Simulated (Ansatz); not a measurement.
Single points on P7S2⁺.

```yaml
crystal:
  periodic: [false, false, false]
  atoms:
    - {symbol: P, position_ang: [0.437344, 0.726644, -0.336766]}
    - {symbol: P, position_ang: [2.616622, 0.682369, -0.123221]}
    - {symbol: P, position_ang: [-0.828185, 1.957997, 1.009416]}
    - {symbol: P, position_ang: [-2.302612, -1.246847, 0.274594]}
    - {symbol: P, position_ang: [-0.464296, -1.176041, -1.029187]}
    - {symbol: P, position_ang: [2.768712, -1.364347, 0.255978]}
    - {symbol: P, position_ang: [-2.603971, 0.572285, 1.191163]}
    - {symbol: S, position_ang: [-0.617476, 2.308933, -1.186180]}
    - {symbol: S, position_ang: [0.993863, -2.460994, -0.055788]}
basis:
  gaussian: {orbitals: def2-TZVP, initial_orbitals: start.molden}
total_charge: 1
hamiltonian: {xc: pbe, dispersion: d4}
scf: {omitted_lower_state_checks: [starts]}
output: {forces: true, orbitals: {seedname: orbitals}}
```

The file start.molden holds the orbitals of an earlier run on this structure, at another level or in another basis.

```sh
$ ansatz run in.yaml --threads 4 --pin off --events-out ev --progress --plain --max-ram 4787MiB
```

It prints (some lines left out):

```
Functional definition: PBE
2412 factors; their error is unknown
mean field evaluation 1: about -86651.5018 eV, gradient 2.0e1 eV
mean field evaluation 2: about -86651.7744 eV, gradient 4.6e-1 eV
mean field evaluation 4: about -86651.7624 eV, gradient 6.4e-2 eV
mean field evaluation 8: about -86651.7624 eV, gradient 1.7e-5 eV
mean field -86651.76236036 eV, -3184.3935320693 hartree, gradient 1.7e-5 eV, S^2 0.000000; 0 other end points of the search recorded, 0 dependent functions left out
reference -86651.76240641 eV, -3184.3935337613 hartree; 68, 68 occupied and 265, 265 virtual orbitals, 2412 factors
Total energy: -86652.72465805 eV, -3184.4288958571 hartree
Atom 0 at     0.437344     0.726644    -0.336766 Å, force    -0.208616     0.074058     0.015124 eV/Å
Atom 1 at     2.616622     0.682369    -0.123221 Å, force    -0.182046    -0.252236     0.021936 eV/Å
Atom 2 at    -0.828185     1.957997     1.009416 Å, force     0.015009    -0.228821    -0.430518 eV/Å
Atom 3 at    -2.302612    -1.246847     0.274594 Å, force     0.146512     0.244397    -0.021383 eV/Å
Atom 4 at    -0.464296    -1.176041    -1.029187 Å, force     0.154929     0.023063     0.378720 eV/Å
Atom 5 at     2.768712    -1.364347     0.255978 Å, force    -0.369752     0.153389    -0.127923 eV/Å
Atom 6 at    -2.603971     0.572285     1.191163 Å, force     0.231238    -0.116034    -0.147029 eV/Å
Atom 7 at    -0.617476     2.308933    -1.186180 Å, force     0.147394    -0.240929     0.397724 eV/Å
Atom 8 at     0.993863    -2.460994    -0.055788 Å, force     0.065331     0.343113    -0.086651 eV/Å
Dipole moment:     0.080180     0.050549     0.039215 e Å
Checks for a lower state left out: starts
```

It took 8.5 s on 4 threads of Arm Neoverse V1 on a shared host, peak host memory 0.89 GiB.

As the first input, with `hamiltonian: {xc: pbe0, dispersion: d4}`, `output: {orbitals: {seedname: orbitals}}` (abridged; 19 s):

```
Functional definition: PBE0
mean field -86657.74088423 eV, -3184.6132387691 hartree, gradient 2.6e-5 eV, S^2 0.000000
Total energy: -86658.58443272 eV, -3184.6442386044 hartree
Checks for a lower state left out: starts
```

The first input with `hamiltonian: {xc: {name: B3LYP}, dispersion: d4}`, `output: {orbitals: {seedname: orbitals}}` (abridged; 18 s):

```
Functional definition: B3LYP
mean field -86693.03270469 eV, -3185.9101892491 hartree, gradient 1.5e-5 eV, S^2 0.000000
Total energy: -86694.62497158 eV, -3185.9687039781 hartree
Checks for a lower state left out: starts
```

Geometry: PBE-D4/def2-SVP.

B3LYP takes the VWN-RPA correlation. The restricted singlet is unstable towards broken spin symmetry in Hartree–Fock (as tested in another run); at PBE-D4/def2-TZVP, PBE0-D4/def2-TZVP, B3LYP-D4/def2-TZVP this wasn't settled. Another isomer (singlet) lies 1.28 eV lower at PBE0-D4/def2-TZVP; other spin states weren't run for this one.
